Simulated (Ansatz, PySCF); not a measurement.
C₃H₅BF₂O, SMILES CB(O)/C(F)=C\F. Atoms are numbered in the order given.

```xyz
12

C     -1.5044     0.7552    -1.1121
B     -0.9613     0.1278     0.2241
O     -1.7423    -0.1109     1.3044
C      0.5443    -0.2763     0.4145
F      0.8927    -0.8028     1.6008
C      1.5384    -0.1577    -0.4771
F      1.3427     0.3448    -1.6897
H     -2.5816     0.9832    -1.0780
H     -1.3221     0.0781    -1.9623
H     -0.9627     1.6836    -1.3553
H     -2.6592     0.1448     1.1627
H      2.5717    -0.4599    -0.2805
```

The structure is a stationary point at PBE0-D3(BJ)/def2-SVP. The structure was generated by enumeration; whether it is a known compound was not checked. One conformer was computed; it need not be the lowest.

Two levels are set side by side: PBE-D3(BJ)/def2-SVP (Ansatz, a first-principles code) and PBE0-D3(BJ)/def2-SVP (Ansatz). Each level has its own optimised geometry; the coordinates shown are those of the second. Frequencies come from the Hessian of PySCF at each geometry. Differences are taken from unrounded values.

```json
[
 {"quantity": "mean bond length (Å)", "PBE0-D3(BJ)": "1.261"},
 {"quantity": "bond C1–B2 (Å)", "PBE0-D3(BJ)": "1.573"},
 {"quantity": "bond B2–O3 (Å)", "PBE0-D3(BJ)": "1.354"},
 {"quantity": "bond B2–C4 (Å)", "PBE0-D3(BJ)": "1.570"},
 {"quantity": "bond C4–F5 (Å)", "PBE0-D3(BJ)": "1.344"},
 {"quantity": "bond C4–C6 (Å)", "PBE0-D3(BJ)": "1.341"},
 {"quantity": "bond C6–F7 (Å)", "PBE0-D3(BJ)": "1.327"},
 {"quantity": "bond C1–H8 (Å)", "PBE0-D3(BJ)": "1.102"},
 {"quantity": "bond C1–H9 (Å)", "PBE0-D3(BJ)": "1.102"},
 {"quantity": "bond C1–H10 (Å)", "PBE0-D3(BJ)": "1.102"},
 {"quantity": "bond O3–H11 (Å)", "PBE0-D3(BJ)": "0.962"},
 {"quantity": "bond C6–H12 (Å)", "PBE0-D3(BJ)": "1.094"},
 {"quantity": "highest harmonic wavenumber (cm⁻¹)", "PBE0-D3(BJ)": "3907"},
 {"quantity": "mean harmonic wavenumber (cm⁻¹)", "PBE0-D3(BJ)": "1232"},
 {"quantity": "zero-point energy (kcal/mol)", "PBE0-D3(BJ)": "52.82"}
]
```

Task: What does PBE-D3(BJ) give, and how far is it from PBE0-D3(BJ)? (An estimate is asked for; the answer gives what the named calculation found.)

Result: 
```tsv
quantity	PBE-D3(BJ)	PBE-D3(BJ) minus PBE0-D3(BJ)
mean bond length (Å)	1.271	0.010
bond C1–B2 (Å)	1.579	0.006
bond B2–O3 (Å)	1.367	0.013
bond B2–C4 (Å)	1.573	0.002
bond C4–F5 (Å)	1.359	0.015
bond C4–C6 (Å)	1.355	0.015
bond C6–F7 (Å)	1.341	0.014
bond C1–H8 (Å)	1.110	0.008
bond C1–H9 (Å)	1.110	0.008
bond C1–H10 (Å)	1.110	0.008
bond O3–H11 (Å)	0.974	0.012
bond C6–H12 (Å)	1.103	0.009
highest harmonic wavenumber (cm⁻¹)	3732	-176
mean harmonic wavenumber (cm⁻¹)	1188	-44
zero-point energy (kcal/mol)	50.93	-1.89
```

Exact exchange shortens and stiffens bonds; PBE has none. Differences between two approximate levels are no errors against the true value.
